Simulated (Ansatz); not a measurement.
Frontier orbitals of C₄H₆F₄, SMILES `CC(F)(CF)C(F)F`.

The species carries charge 0 and has multiplicity 1. Geometry: relaxed with PBE0-D4/def2-TZVP. It is one conformer, not always the lowest. Basis def2-TZVPP, Ansatz.

A caution on the coupled-cluster cation, which keeps the state that its UHF reference found: it lies well above the hybrids' cation and may not be the lowest state.

```json
{"functional": "LDA (SPW92)", "HOMO (eV)": "-7.86", "LUMO (eV)": "0.19", "gap (eV)": "8.05"}
{"functional": "PBE", "HOMO (eV)": "-7.68", "LUMO (eV)": "0.41", "gap (eV)": "8.09"}
{"functional": "revPBE", "HOMO (eV)": "-7.60", "LUMO (eV)": "0.51", "gap (eV)": "8.11"}
{"functional": "B97M-V", "HOMO (eV)": "-8.23", "LUMO (eV)": "0.55", "gap (eV)": "8.78"}
{"functional": "PBE0", "HOMO (eV)": "-9.40", "LUMO (eV)": "1.22", "gap (eV)": "10.62"}
{"functional": "B3LYP", "HOMO (eV)": "-9.21", "LUMO (eV)": "0.86", "gap (eV)": "10.07"}
{"functional": "HSE06 (plane-wave form)", "HOMO (eV)": "-8.99", "LUMO (eV)": "0.85", "gap (eV)": "9.84"}
{"functional": "ωB97M-V", "HOMO (eV)": "-11.79", "LUMO (eV)": "2.64", "gap (eV)": "14.43"}
```

Q: What is the vertical ionisation energy at frozen-core CCSD(T)/CBS(def2)? (Estimate.)

A: Computed: 12.30 eV (T1 of the cation 0.032).

Against PBE, PBE0 changes HOMO and LUMO by −1.72 and +0.82 eV, ωB97M-V by −4.11 and +2.23 eV. A gap of 8.09 eV thus becomes 14.43 eV for the same molecule, so an orbital gap means little without its functional. A positive LUMO is unbound and depends on the basis. −ε(HOMO) differs from that ionisation energy by −4.62 eV with PBE and −0.51 eV with ωB97M-V.

B3LYP here is the variant with VWN-RPA as its local correlation; programs differ in this.
